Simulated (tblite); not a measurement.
Species: C4H7F3OSi2.
Geometry (GFN2-xTB, Å), atoms numbered from 1 in this order:
```
atom  x, y, z in Å
O1    -0.9793   -0.4841    1.7344
C2     0.1340   -0.6274    1.2853
C3     0.4498   -0.3892   -0.1167
C4     1.5478    0.2371   -0.5313
C5     2.5655    0.8118    0.4066
F6     2.0228    1.6207    1.3365
F7     3.2343   -0.1381    1.0930
F8     3.4927    1.5344   -0.2347
Si9   -1.0310   -0.8505   -1.2272
Si10  -2.8099    0.2435   -0.2034
H11    0.9522   -1.0149    1.9178
H12    1.7566    0.4069   -1.5757
H13   -0.5868   -0.4922   -2.5797
H14   -1.0572   -2.3186   -1.1831
H15   -2.4034    1.5039    0.4151
H16   -3.5324   -0.6119    0.7314
H17   -3.7627    0.5808   -1.2781
```

Method: GFN2-xTB as coded in tblite; computed harmonic values from a numerical Hessian at the method's own geometry, unscaled. Errors from tens to a few hundred cm⁻¹ against measured bands are possible. Modes of hydrogen on silicon can be 10 to 20 % off. One conformer, not necessarily the lowest.

Harmonic wavenumbers (cm⁻¹): 31.1, 37.1, 71.5, 103.5, 126.1, 142.6, 183.0, 235.0, 249.8, 289.2, 333.5, 369.0, 397.2, 445.9, 474.4, 483.8, 494.4, 512.1, 573.2, 585.7, 615.8, 664.2, 725.0, 752.0, 785.7, 796.7, 820.2, 827.8, 835.8, 924.0, 1025.9, 1041.0, 1107.7, 1174.7, 1269.2, 1347.4, 1656.1, 1704.7, 2156.5, 2206.4, 2221.7, 2267.4, 2296.7, 2803.2, 3097.9.

A = 1917, B = 487.5, C = 458.3 MHz; mass 183.999 u (most abundant isotopes); point group C1, symmetry number 1.

Problem. Zero-point energy?

Solution. Half the sum of the wavenumbers: 20631 cm⁻¹ = 58.99 kcal/mol.

Problem. Entropy at 500 K, 1 bar (ideal gas, RRHO, classical rotation)?

Solution. Translation 44.13, rotation 32.54, vibration 67.50: S = 144.2 cal/(mol K).

Problem. And Cp and H(500 K) − H(0)?

Solution. Cp = 64.44 cal/(mol K), of which vibrations give 56.50 (their classical limit is 45 R = 89.4); H(500 K) − H(0) = 20.34 kcal/mol without the zero-point energy, 16.37 from vibrations.

Problem. Blend soft modes into free rotors: weight 1/[1 + (100 cm⁻¹/ν̃)⁴] for the oscillator and the rest for a rotor with moment μB/(μ + B), μ = h/(8π²ν), B = 10⁻⁴⁴ kg m². What vibrational entropy results?

Solution. 61.14 cal/(mol K) in place of 67.50, which changes −T·S at 500 K by +3.18 kcal/mol.

Problem. How do the functions run with temperature in this model?

Solution. 
```tsv
T (K)	S (cal/(mol K))	Cp (cal/(mol K))	H − H(0) (kcal/mol)	G − H(0) (kcal/mol)	ln q(vib)
50	64.4	15.9	0.58	-2.64	1.19
100	77.6	23.0	1.56	-6.21	3.09
298.15	114.9	48.6	8.78	-25.48	10.49
373.15	126.6	55.6	12.70	-34.54	13.17
750	172.6	75.6	37.98	-91.48	25.18
1000	195.4	82.3	57.79	-137.58	31.88
```

q(vib) and H(0) count from the zero-point level.

Hindered rotation and anharmonicity are outside this model. Other conformers, if any are populated, would add a mixing term that is left out. The structure is chiral; the term R ln 2 for an equal mix with its mirror image is left out.
